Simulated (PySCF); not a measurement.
Several molecules and their computed UV-vis stick spectra, shuffled. Method: TDDFT B3LYP/def2-SVPD, vertical, gas phase, core orbitals frozen in the response in PySCF 2.14.0, density-fitted response routines. Geometries: GFN2-xTB; one conformer of each isolated species. Triplets are in the Tamm–Dancoff approximation.

A. `C1=C(/C(=N/[H])[C@@H](C)C1)F`
B. `C#C[SiH2][C@H]([SiH3])[SiH2]F`
C. `N#CC1=CSC([SiH3])=P1`
D. `C1CCCCCS1`

Lowest singlet levels (six at most, fewer where fewer were computed) with oscillator strengths:

1. 204 nm (f 0.000); 199 nm (f 0.009); 198 nm (f 0.005); 180 nm (f 0.018); 177 nm (f 0.005); 173 nm (f 0.034); T1 5.07 eV
2. 270 nm (f 0.027); 256 nm (f 0.079); 247 nm (f 0.003); 234 nm (f 0.137); 223 nm (f 0.000); 218 nm (f 0.007); T1 3.11 eV
3. 236 nm (f 0.004); 222 nm (f 0.030); 211 nm (f 0.022); 196 nm (f 0.005); 195 nm (f 0.033); 190 nm (f 0.001); T1 4.91 eV
4. 278 nm (f 0.000); 220 nm (f 0.304); 189 nm (f 0.009); 187 nm (f 0.009); 176 nm (f 0.002); 175 nm (f 0.028); T1 3.50 eV

Question: Which spectrum belongs to which structure?

Answer: 1 = B, 2 = C, 3 = D, 4 = A.
- A: S1 at 4.47 eV, HOMO-1→LUMO (98%); Löwdin shares by element: HOMO carbon 47% or more, nitrogen 19%, fluorine 9% (atoms not listed hold the other 25%); LUMO carbon 58% or more, nitrogen 23% (atoms not listed hold the other 19%); HOMO -7.10 and LUMO -1.38 eV.
- B: S1 at 6.08 eV, HOMO-1→LUMO (37%), HOMO-1→LUMO+1 (24%), HOMO→LUMO (13%); Löwdin shares by element: HOMO carbon 80%, silicon 6% or more; LUMO silicon 28% or more, carbon 26% or more (atoms not listed hold the other 46%); HOMO -8.05 and LUMO -0.62 eV.
- C: S1 at 4.60 eV, HOMO-1→LUMO (40%), HOMO→LUMO (32%), HOMO→LUMO+1 (20%); Löwdin shares by element: HOMO carbon 36% or more, phosphorus 32%, sulfur 17% (atoms not listed hold the other 15%); LUMO carbon 37% or more, phosphorus 25%, sulfur 21% (atoms not listed hold the other 17%); HOMO -7.49 and LUMO -2.40 eV; point group Cs, 1 of its 6 listed states under f = 0.0005.
- D: S1 at 5.26 eV, HOMO→LUMO (57%), HOMO→LUMO+1 (36%); Löwdin shares by element: HOMO sulfur 68%, carbon 16% or more (atoms not listed hold the other 16%); LUMO sulfur 33%, carbon 18% or more, hydrogen 7% or more (atoms not listed hold the other 42%); HOMO -5.97 and LUMO 0.39 eV.
A and C have S1 within 0.14 eV of each other; their strongest listed levels stand at 5.64 eV (f 0.304) and 5.30 eV (f 0.137).
